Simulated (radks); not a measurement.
Xe XI, configuration [Kr] 4d8.

All-electron calculation, scalar-relativistic Kohn-Sham, BLYP, spin-polarised, spherical densities, point nucleus; open shells are filled with parallel spins first (spin-orbit coupling, left out, can overturn this in heavy ions). Program: a radial shooting solver on a logarithmic mesh with Libxc functionals.

Energy parts (eV):
total: -201859.775
kinetic: 212333.757
electron-nucleus: -480996.366
Hartree: 71743.350
exchange-correlation: -4940.516

Orbitals (lengths in bohr, moments of r in powers of bohr; <r^-3> diverges for s and p1/2; r(90%) holds 90 % of the orbital's charge):
| orbital | occ. | eigenvalue (eV) | r(90%) | <r^-3> | <r^2> | <r^4> |
|---|---|---|---|---|---|---|
| 1s up | 1 | -34554.19 | 0.0480 | - | 0.0009636 | 2.433e-06 |
| 1s down | 1 | -34554.19 | 0.0480 | - | 0.0009636 | 2.433e-06 |
| 2s up | 1 | -5525.308 | 0.177 | - | 0.01549 | 0.0004118 |
| 2s down | 1 | -5524.481 | 0.177 | - | 0.01549 | 0.0004117 |
| 2p up | 3 | -4976.148 | 0.163 | 6173 | 0.01228 | 0.0002983 |
| 2p down | 3 | -4975.506 | 0.163 | 6174 | 0.01227 | 0.0002982 |
| 3s up | 1 | -1265.551 | 0.450 | - | 0.1071 | 0.01741 |
| 3s down | 1 | -1265.150 | 0.449 | - | 0.1070 | 0.01738 |
| 3p up | 3 | -1088.255 | 0.456 | 1195 | 0.1072 | 0.01823 |
| 3p down | 3 | -1087.800 | 0.456 | 1194 | 0.1071 | 0.01819 |
| 3d up | 5 | -825.7222 | 0.440 | 164.7 | 0.09285 | 0.01566 |
| 3d down | 5 | -825.0153 | 0.439 | 164.7 | 0.09280 | 0.01562 |
| 4s up | 1 | -361.4700 | 1.01 | - | 0.5579 | 0.4493 |
| 4s down | 1 | -358.9562 | 1.01 | - | 0.5580 | 0.4501 |
| 4p up | 3 | -303.9896 | 1.08 | 253.4 | 0.6272 | 0.5806 |
| 4p down | 3 | -301.4853 | 1.08 | 253.4 | 0.6280 | 0.5831 |
| 4d up | 5 | -219.1627 | 1.22 | 28.99 | 0.7691 | 0.9268 |
| 4d down | 3 | -216.7419 | 1.22 | 28.93 | 0.7728 | 0.9385 |

The highest occupied level is 4d down at -216.74 eV. The density falls to 0.001 e/bohr^3 at r = 2.09 bohr. For comparison, the ionisation energy in NIST's Atomic Spectra Database is 229.0 eV (semi-empirical). In exact Kohn-Sham theory the highest level is minus the ionisation energy, but local and semilocal functionals leave it too shallow, through self-interaction and a potential that decays too fast; potentials with the right tail come closer.
